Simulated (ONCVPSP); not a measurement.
# beryllium, ONCV: configuration errors across variants

| Property | Result |
| --- | --- |
| Element | Be (Z = 4) |
| Generator | ONCVPSP 4.0.1 |
| Type | optimised norm-conserving Vanderbilt (ONCV) |
| Functional | PBE |
| Relativity | scalar-relativistic |
| Frozen core | none |
| Valence charge | 4 |
| Reference configuration | 1s2 2s2 |
| Partial waves | 1s+2s: rc 0.75 bohr, ncon 4, nbas 8, qcut 17 1/bohr, 2 projectors; p scattering state at 0.22 Ha: rc 0.70 bohr, ncon 4, nbas 9, qcut 14.1 1/bohr, local; d scattering state at 0.39 Ha: rc 0.80 bohr, ncon 5, nbas 9, qcut 12.2 1/bohr, 3 projectors, debl 2.3 Ha |
| Local potential | the p channel |
| Core correction | none |

All-electron excitation energies from the reference (eV): (1) 1s2 2s1 9.551; (2) 1s2 2s0 27.499; (3) 1s2 2s1.5 3.761; (4) 1s1 2s2 128.281.

A true bound ghost makes a file unfit for plane-wave use even where its test errors are small: the radial tests pick states by their node count and pass the ghost by.

Errors AE − PS in meV (a dash: test not solved or not reliable):

| change | (1) | (2) | (3) | (4) | bound ghosts | GHOST(+) flags above zero |
| --- | --- | --- | --- | --- | --- | --- |
| base | +0.4 | +3.2 | +0.1 | +778 | none | d |
| s: qcut 11.1; p: qcut 9.2; d: qcut 8 | +0.7 | +5.0 | +0.1 | +1423 | none | d |
| s: qcut 12.9; p: qcut 10.7; d: qcut 9.3 | +0.6 | +4.2 | +0.1 | +1148 | none | d |
| s: qcut 16; p: qcut 13.3; d: qcut 11.5 | +0.5 | +3.3 | +0.1 | +854 | none | d |
| s: qcut 17.5; p: qcut 14.5; d: qcut 12.6 | +0.4 | +3.0 | +0.1 | +743 | none | d |
| s: qcut 19.9; p: qcut 16.5; d: qcut 14.3 | +0.4 | +2.6 | +0.1 | +593 | none | d |
| s: qcut 20.9; p: qcut 17.3; d: qcut 15 | +0.4 | +2.5 | +0.1 | +569 | none | d |
| s: qcut 23.2; p: qcut 19.2; d: qcut 16.6 | +0.4 | +2.6 | +0.1 | +588 | d | none |
| s: qcut 24.7; p: qcut 20.5; d: qcut 17.7 | +0.3 | +2.4 | +0.1 | +452 | d | none |

Q: Give the same row for: s: qcut 14.7; p: qcut 12.2; d: qcut 10.5.

A: +0.5, +3.6, +0.1, +961; bound ghosts: none; GHOST(+) flags above zero: d.
